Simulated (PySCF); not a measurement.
Species: 4-chlorophenylboronic acid, C₆H₆BClO₂.
Geometry (PBE0-D3(BJ)/def2-SVP, Å), atoms numbered from 1 in this order:
```
atom  x, y, z in Å
O1    -2.1577    1.3227   -0.3271
B2    -1.5412    0.1298   -0.0801
O3    -2.2036   -1.0390    0.1635
C4     0.0221    0.1004   -0.0756
C5     0.7227   -1.0884    0.1757
C6     2.1136   -1.1261    0.1829
C7     2.8221    0.0490   -0.0667
Cl8    4.5550    0.0179   -0.0610
C9     2.1581    1.2490   -0.3207
C10    0.7667    1.2630   -0.3226
H11   -3.1184    1.3037   -0.3227
H12   -3.1629   -0.9837    0.1529
H13    0.1610   -2.0055    0.3703
H14    2.6557   -2.0528    0.3790
H15    2.7350    2.1551   -0.5132
H16    0.2402    2.2000   -0.5207
```

The calculation used PySCF, PBE0-D3(BJ)/def2-SVP geometry optimisation, gas phase.

Take the most abundant isotopes and a rigid rotor. The values belong to one conformer with, in the numbering `[OH:1][B:2]([OH:3])[c:4]1[cH:5][cH:6][c:7]([Cl:8])[cH:9][cH:10]1`, H–O1–B2–O3 0°, O1–B2–O3–H 0°.

Task: What are A, B and C (GHz)?

Result: Ia = 138.00, Ib = 960.09, Ic = 1098.08 u·Å²; 505379 MHz·u·Å²/I gives 3662, 526.4 and 460.2 MHz, that is A = 3.6622, B = 0.5264, C = 0.4602 GHz.

Task: What kind of rotor is it?

Result: A near-prolate asymmetric top. Ray's parameter κ = (2B − A − C)/(A − C) = -0.959; −1 is the prolate and +1 the oblate limit.

Task: What does the inertial defect say?

Result: Planar: Δ = Ic − Ia − Ib = 0.00 u·Å². For a rigid frame Δ = −2 Σ m c², so it vanishes when all atoms lie in the ab plane; here none is more than 0.01 Å from it.

Task: Where do the levels up to J = 3 lie, in K?

Result: Above 0(0,0), as E/k:
J = 1: 1(0,1) 0.047, 1(1,1) 0.198, 1(1,0) 0.201
J = 2: 2(0,2) 0.142, 2(1,2) 0.289, 2(1,1) 0.299, 2(2,1) 0.750, 2(2,0) 0.750
J = 3: 3(0,3) 0.284, 3(1,3) 0.427, 3(1,2) 0.446, 3(2,2) 0.892, 3(2,1) 0.893, 3(3,1) 1.653, 3(3,0) 1.653
The levels of one J sum to (2J + 1)J(J + 1)(A + B + C)/3.

Task: Which lines would a microwave search look for?

Result: The dipole components are |μa| = 4.28 D, |μb| = 0.00 D, |μc| = 0.00 D; the symmetry axis of this C2v structure is a, so μb and μc vanish by symmetry and there are no b-type or c-type lines. Some lines, for components of 0.1 D or more:

```csv
type,branch,"J(Ka,Kc)",MHz,lower level (cm⁻¹)
a,Q,"3(1,2) ← 3(1,3)",397,0.297
a,Q,"4(1,3) ← 4(1,4)",661,0.424
a,R,"1(0,1) ← 0(0,0)",987,0.000
a,R,"2(1,2) ← 1(1,1)",1907,0.138
a,R,"2(0,2) ← 1(0,1)",1972,0.033
a,R,"2(1,1) ← 1(1,0)",2039,0.140
a,R,"3(1,3) ← 2(1,2)",2860,0.201
a,R,"3(0,3) ← 2(0,2)",2956,0.099
a,R,"3(2,2) ← 2(2,1)",2960,0.522
a,R,"3(1,2) ← 2(1,1)",3058,0.208
a,R,"4(1,4) ← 3(1,3)",3812,0.297
a,R,"4(0,4) ← 3(0,3)",3936,0.197
a,R,"4(2,3) ← 3(2,2)",3946,0.620
a,R,"4(3,2) ← 3(3,1)",3949,1.149
a,R,"4(3,1) ← 3(3,0)",3949,1.149
a,R,"4(2,2) ← 3(2,1)",3956,0.620
a,R,"4(1,3) ← 3(1,2)",4077,0.310
```

PBE0-D3(BJ)/def2-SVP frequencies: not computed here. Constants of a rigid frame at the computed geometry: no zero-point averaging, no centrifugal distortion. Quadrupole hyperfine structure (11B, 35Cl) is left out.

The run took 64 s on Arm Neoverse V2, one thread, no GPU, on a shared host, and the process peaked at 0.81 GiB of memory. These figures are those of the optimisation.
